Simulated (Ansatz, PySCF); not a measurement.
silacyclobutane (C3H8Si), SMILES C1C[SiH2]C1. Atoms are numbered in the order given.

```xyz
12

C      1.3504     0.1842     0.0000
C      0.4129    -0.1492    -1.2047
Si    -1.0466     0.0644     0.0000
C      0.4129    -0.1492     1.2047
H      2.3109    -0.3585     0.0000
H      1.5895     1.2604     0.0000
H      0.5191    -1.2022    -1.5138
H      0.5219     0.4845    -2.0965
H     -1.6311     1.4392    -0.0001
H     -2.1660    -0.9260     0.0000
H      0.5191    -1.2022     1.5138
H      0.5219     0.4845     2.0965
```

Coordinates come from a B3LYP-D3(BJ)/def2-SVP optimisation.

Two levels are set side by side: PBE-D3(BJ)/def2-SVP (Ansatz, a program for electronic structure) and B3LYP-D3(BJ)/def2-SVP (Ansatz). Each level has its own optimised geometry; the coordinates shown are those of the second. Frequencies come from the Hessian of PySCF at each geometry. Differences are taken from unrounded values.

```tsv
quantity	B3LYP-D3(BJ)
mean bond length (Å)	1.378
bond C1–C2 (Å)	1.563
bond C1–C4 (Å)	1.563
bond C2–Si3 (Å)	1.905
bond Si3–C4 (Å)	1.905
bond C1–H5 (Å)	1.103
bond C1–H6 (Å)	1.102
bond C2–H7 (Å)	1.103
bond C2–H8 (Å)	1.099
bond Si3–H9 (Å)	1.494
bond Si3–H10 (Å)	1.495
bond C4–H11 (Å)	1.103
bond C4–H12 (Å)	1.099
highest harmonic wavenumber (cm⁻¹)	3126
mean harmonic wavenumber (cm⁻¹)	1440
zero-point energy (kcal/mol)	61.75
```

### Question
What does PBE-D3(BJ) give, and how far is it from B3LYP-D3(BJ)? (The exact figures need the calculation; the answer reports its results.)

### Answer

```json
[
 {"quantity": "mean bond length (Å)", "PBE-D3(BJ)": "1.385", "PBE-D3(BJ) minus B3LYP-D3(BJ)": "0.007"},
 {"quantity": "bond C1–C2 (Å)", "PBE-D3(BJ)": "1.562", "PBE-D3(BJ) minus B3LYP-D3(BJ)": "0.000"},
 {"quantity": "bond C1–C4 (Å)", "PBE-D3(BJ)": "1.562", "PBE-D3(BJ) minus B3LYP-D3(BJ)": "0.000"},
 {"quantity": "bond C2–Si3 (Å)", "PBE-D3(BJ)": "1.911", "PBE-D3(BJ) minus B3LYP-D3(BJ)": "0.006"},
 {"quantity": "bond Si3–C4 (Å)", "PBE-D3(BJ)": "1.911", "PBE-D3(BJ) minus B3LYP-D3(BJ)": "0.006"},
 {"quantity": "bond C1–H5 (Å)", "PBE-D3(BJ)": "1.112", "PBE-D3(BJ) minus B3LYP-D3(BJ)": "0.009"},
 {"quantity": "bond C1–H6 (Å)", "PBE-D3(BJ)": "1.111", "PBE-D3(BJ) minus B3LYP-D3(BJ)": "0.008"},
 {"quantity": "bond C2–H7 (Å)", "PBE-D3(BJ)": "1.110", "PBE-D3(BJ) minus B3LYP-D3(BJ)": "0.008"},
 {"quantity": "bond C2–H8 (Å)", "PBE-D3(BJ)": "1.107", "PBE-D3(BJ) minus B3LYP-D3(BJ)": "0.007"},
 {"quantity": "bond Si3–H9 (Å)", "PBE-D3(BJ)": "1.507", "PBE-D3(BJ) minus B3LYP-D3(BJ)": "0.013"},
 {"quantity": "bond Si3–H10 (Å)", "PBE-D3(BJ)": "1.509", "PBE-D3(BJ) minus B3LYP-D3(BJ)": "0.014"},
 {"quantity": "bond C4–H11 (Å)", "PBE-D3(BJ)": "1.110", "PBE-D3(BJ) minus B3LYP-D3(BJ)": "0.008"},
 {"quantity": "bond C4–H12 (Å)", "PBE-D3(BJ)": "1.107", "PBE-D3(BJ) minus B3LYP-D3(BJ)": "0.007"},
 {"quantity": "highest harmonic wavenumber (cm⁻¹)", "PBE-D3(BJ)": "3075", "PBE-D3(BJ) minus B3LYP-D3(BJ)": "-51"},
 {"quantity": "mean harmonic wavenumber (cm⁻¹)", "PBE-D3(BJ)": "1402", "PBE-D3(BJ) minus B3LYP-D3(BJ)": "-37"},
 {"quantity": "zero-point energy (kcal/mol)", "PBE-D3(BJ)": "60.14", "PBE-D3(BJ) minus B3LYP-D3(BJ)": "-1.61"}
]
```

Exact exchange shortens and stiffens bonds; PBE has none. Differences between two approximate levels are no errors against the true value.
